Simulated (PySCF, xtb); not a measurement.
Mo(O)(OH)(Cl)2 (Cl2HMoO2), SMILES [OH][Mo]([Cl])([Cl])=[O] (connectivity only; charge and spin as stated), neutral, multiplicity 2. One conformer was computed; it need not be the lowest.

Harmonic wavenumbers (cm⁻¹) from GFN2-xTB (xtb) at its own minimum, in rising order: 88, 166, 184, 222, 241, 289, 314, 518, 522, 623, 996, 3608.

Q: What does PBE-D3(BJ)/def2-SVP (PySCF) give at its own minimum? (An estimate is asked for; the answer gives what the named calculation found.)

A: 95, 99, 149, 151, 245, 394, 403, 442, 565, 713, 1017, 3645. Paired by order, the mean absolute difference is 54 cm⁻¹ and the zero-point energies are 11.1 and 11.3 kcal/mol.
